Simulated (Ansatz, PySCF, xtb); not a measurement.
Reaction R1 + R2 → P1 + P2, each structure at its B3LYP-D3(BJ)/def2-TZVP stationary point, reached from a drawn start (curvature not checked).
R1: C2H6Zn (SMILES [CH3][Zn][CH3]), charge 0, multiplicity 1.
P1: CH4 (SMILES C), charge 0, multiplicity 1.
R2: H2O (SMILES O), charge 0, multiplicity 1.
P2, CH4OZn (SMILES [CH3][Zn][OH]) (charge 0, multiplicity 1):
```
atom    x (Å)    y (Å)    z (Å)
----  -------  -------  -------
C     -0.5113  -1.0180  -0.5143
Zn     0.3886   0.4987   0.2781
O      1.3347   1.8340   1.0060
H     -0.1839  -1.1588  -1.5449
H     -1.5908  -0.8628  -0.5119
H     -0.2911  -1.9258   0.0486
H      0.8537   2.6327   1.2384
```

```json
[
 {"level": "GFN1-xTB", "reaction energy (kcal/mol)": "-20.87"},
 {"level": "SVWN5/def2-TZVPP", "reaction energy (kcal/mol)": "-15.42"},
 {"level": "PBE/def2-TZVPP", "reaction energy (kcal/mol)": "-16.43"},
 {"level": "revPBE-D4/def2-TZVPP", "reaction energy (kcal/mol)": "-15.98"},
 {"level": "B3LYP/def2-TZVPP", "reaction energy (kcal/mol)": "-18.11"},
 {"level": "BHLYP-D3(BJ)/def2-TZVPP", "reaction energy (kcal/mol)": "-17.63"},
 {"level": "CAM-B3LYP-D3(BJ)/def2-TZVPP", "reaction energy (kcal/mol)": "-17.99"},
 {"level": "wB97X-V/def2-TZVPP", "reaction energy (kcal/mol)": "-17.37"},
 {"level": "B2PLYP/def2-TZVPP", "reaction energy (kcal/mol)": "-18.14"},
 {"level": "B2PLYP-D4/def2-TZVPP", "reaction energy (kcal/mol)": "-17.93"},
 {"level": "SCS-MP2/def2-SVP", "reaction energy (kcal/mol)": "-16.94"},
 {"level": "SCS-MP2/def2-TZVPP", "reaction energy (kcal/mol)": "-17.66"},
 {"level": "CCSD(T)/def2-SVP", "reaction energy (kcal/mol)": "-15.90"},
 {"level": "CCSD(T)/def2-QZVPP", "reaction energy (kcal/mol)": "-17.11"}
]
```

P less R. No zero-point or thermal terms; no spin–orbit coupling.

Cores are frozen in the correlated methods.

Programs: Ansatz (Gaussian orbitals); PySCF for the D3/D4 terms; xtb for the GFN methods. Each number belongs to the level named beside it.

Ansatz is a quantum-chemistry and plane-wave program.
